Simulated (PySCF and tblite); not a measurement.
Values are calculated unless marked as measured or tabulated.
C₆H₁₄OSi, numbered as in [CH3:1][O:2][C@@H:3]1[CH2:4][CH2:5][C@H:6]([CH3:7])[SiH2:8]1.

The ensemble was built from 90 distance-geometry starts (ETKDG, MMFF94s, GFN2-xTB) and rests on GFN2-xTB geometries. Weights use PBE0-D3(BJ)/6-31G* energies plus GFN2-xTB zero-point and thermal terms (modes under about 100 cm⁻¹ blended into free rotors). Symmetry numbers and mirror images are counted. Conformers within 2.5 kcal/mol (GFN2-xTB free energy) were kept, 6 at most. GIAO shieldings: PBE0/6-31G*. Shifts are against TMS (¹H), TMS (¹³C), TMS (²⁹Si) at the same level; of two unlike H on one atom, a is the less shielded. Programs: PySCF with density fitting and tblite.

(1) What shifts does this protocol give at 298.15 K under fast conformational exchange?

(2) How do the conformers differ?

(3) Which signal moves most, for its nucleus, between 250 and 350 K through the change of populations alone?

Unscaled ²⁹Si shifts at such levels can be off by tens of ppm; differences between conformers or isomers are more reliable. Shifts are unscaled: against experiment ¹³C can be off by 15 ppm or more and ¹H by 0.8 ppm.

## Answers

(1) ¹H: 4.49 (H8a, 1H), 4.25 (H8b, 1H), 3.61 (H3, 1H), 3.41 (H1, 3H), 2.30 (H4a, 1H), 1.94 (H5a, 1H), 1.84 (H5b, 1H), 1.51 (H4b, 1H), 1.48 (H6, 1H), 1.36 (H7, 3H) ppm. ¹³C: 75.0 (C3), 57.1 (C1), 36.5 (C4), 35.2 (C5), 21.3 (C6), 19.6 (C7) ppm. ²⁹Si: -3.5 (Si8) ppm.

(2) Torsions listed: C1–O2–C3–Si8. The 5-ring runs over atoms 3–4–5–6–8.
```
conformer                                                                          shape  weight %
        1  5-ring between envelope and twist (ring torsions -52, 40, -16, -11, 36°); 83°      70.0
        2                      5-ring twist (ring torsions -52, 40, -15, -12, 37°); 170°      16.9
        3                        5-ring twist (ring torsions 51, -36, 11, 15, -38°); 72°       9.3
        4                       5-ring twist (ring torsions 50, -38, 14, 12, -36°); 173°       3.8
```

```csv
signal,1,2,3,4,average
H1,3.40,3.40,3.48,3.44,3.41
H3,3.57,3.64,3.81,3.83,3.61
H4a,2.32,2.44,2.11,1.83,2.30
H4b,1.49,0.94,2.27,2.36,1.51
H5a,1.99,1.93,1.68,1.65,1.94
H5b,1.87,1.83,1.69,1.76,1.84
H6,1.50,1.38,1.59,1.46,1.48
H7,1.38,1.36,1.28,1.27,1.36
H8a,4.48,4.51,4.49,4.47,4.49
H8b,4.24,4.26,4.29,4.31,4.25
C1,56.9,56.2,59.7,58.4,57.1
C3,75.1,73.9,76.7,73.9,75.0
C4,38.4,31.8,33.2,31.0,36.5
C5,35.7,35.3,32.4,33.7,35.2
C6,22.0,21.3,17.7,18.3,21.3
C7,19.6,19.2,20.8,20.1,19.6
Si8,-5.2,2.4,-3.3,1.2,-3.5
```

(3) C4: 37.0 ppm at 250 K, 36.5 ppm at 298.15 K, 36.2 ppm at 350 K.
